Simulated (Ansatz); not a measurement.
`[CH3][Sn][OH]` + CH₃SH → `C[S][Sn][OH]` + CH₄  (ligand exchange at the Sn–C bond)

Isolated molecules relaxed with PBE0-D4/def2-TZVP in Ansatz; ΔE leaves out vibrations. CCSD(T)/CBS is the MP2 limit (def2-TZVPP, def2-QZVPP) plus CCSD(T) − MP2 in def2-TZVPP, frozen cores. This one scheme is used for every species. DFT in def2-TZVPP. HSE06 is defined as in plane-wave codes. def2 core potentials past Kr. For Sn outer-core shells are correlated without core-valence functions, which leaves a few kJ/mol of doubt a bond. One conformer a species, not always the lowest.

```json
{"species": "`[CH3][Sn][OH]`", "HSE06-D4 energy (Eh)": "-329.97608"}
{"species": "CH₃SH", "HSE06-D4 energy (Eh)": "-438.52918"}
{"species": "`C[S][Sn][OH]`", "HSE06-D4 energy (Eh)": "-728.08470"}
{"species": "CH₄", "HSE06-D4 energy (Eh)": "-40.47297"}
```

Q: Work out ΔE.

A: ΔE = (-728.08470) + (-40.47297) − (-329.97608) − (-438.52918) = -0.05241 Eh = -32.9 kcal/mol. CCSD(T)/CBS gives -31.8 kcal/mol.

Largest T1 diagnostic among the species: 0.016.

The D4 term adds −1.6 kcal/mol with B3LYP and −0.9 kcal/mol with PBE0; it sums over pairs of atoms, weighted by their polarisabilities, and B3LYP, whose exchange is more repulsive, gets the larger term. Leaving LDA and LC-ωPBE aside and taking each functional with its dispersion term where it has one, the values, not all of them listed here, spread over 3.6 kcal/mol, from BLYP-D4 to ωB97X-V.

B3LYP here is the variant with VWN-RPA as its local correlation; programs differ in this.
